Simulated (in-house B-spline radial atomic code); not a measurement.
Values are calculated unless marked as measured or tabulated.
# Building a PAW d channel for Cu, r_c = 1.53 bohr

Cu, [Ar] 3d10 4s1, non-relativistic PBE, spherical and spin-unpolarised, from an all-electron radial atomic-structure program (B-spline basis) (atomic units; all potentials screened as in the neutral atom).

Two all-electron partial waves φ1, φ2 are integrated outwards at E1 = ε(3d) = -0.191591 and E2 = E1 + 1 hartree; φ1 is the bound orbital and φ2 has unit norm inside r_c = 1.5313 bohr. Smooth partners are polynomials, r^3(a0 + a1 r² + a2 r⁴ + a3 r⁶), matched to φ and three derivatives at r_c, with no condition on the norm. The local potential is -9.43326 + (10.0571) r² + (-4.4391) r⁴ + (0.719387) r⁶ inside 1.2538 bohr and the all-electron one outside.

```tsv
wave	φ(r_c)	φ'(r_c)	a0	a1	a2	a3
1	0.5171436	-0.4270202	1.511578	-1.291097	0.4109118	-0.04649463
2	0.6791516	2.277132	-1.397983	1.61755	-0.5504315	0.06365058
```

Inside r_c the overlaps are <φi φj> = [[0.82695, -0.73381], [-0.73381, 1.00000]] and, for the smooth waves, [[0.27198, -0.01575], [-0.01575, 0.08607]]. With χj = (Ej − T − V_local) applied to smooth wave j, the program's quadrature gives the matrix B_ij = <smooth i, χj> as [[-0.47573, 0.80473], [0.08667, -0.19334]].

Check the match of the first wave, and find the augmentation charges q_ij.

At r_c the four terms are 5.42764, -10.87077, 8.11280, -2.15251, which sum to 0.5172, φ1(r_c) to rounding. q_ij is the all-electron overlap less the smooth one: [[0.55496, -0.71806], [-0.71806, 0.91393]]. The smooth first wave has a norm of 0.2720 inside r_c against 0.8269, and q11 > 0 puts back the missing charge.

B isn't symmetric. Show that D_ij = B_ij + Ej q_ij is.

Integrating by parts gives B12 − B21 = (E1 − E2) q12: 0.80473 − (0.08667) = 0.71805, and −1 × (-0.71806) = 0.71806. So D12 = 0.80473 + (0.808409)(-0.71806) = 0.22425 and D21 = 0.08667 + (-0.191591)(-0.71806) = 0.22425; D11 = -0.58205, D22 = 0.54549. The projectors, p = (B⁻¹)ᵀ χ, are dual to the smooth waves; det B = 0.022.

Solving (T + V_local + Σ p D p) ψ = E (1 + Σ p q p) ψ in a sphere of 9 bohr gives these levels:

```csv
all-electron,one projector,two projectors
-0.191584,-0.191583,-0.191583
0.125752,0.127162,0.125755
0.393001,0.402872,0.393010
0.795166,0.827798,0.795166
1.328990,1.405560,1.329120
```

What does the second projector gain?

With one projector the errors are 0.00, +1.41, +9.87, +32.63, +76.57 millihartree. With two the errors are 0.00, 0.00, +0.01, 0.00, +0.13 millihartree. The scattering is exact at E1 and at E2 = 0.808, and over all levels compared the largest error is 0.13 millihartree. The lowest eigenvalue of the overlap operator is 1 with one and 0.9413 with two projectors. The smooth orbital alone needs a cutoff of 26.5 hartree for 1 millihartree of kinetic energy, against 55.3 for a norm-conserving Troullier-Martins orbital of the same radius; part of the gain comes from giving up the norm, part from the simpler form.
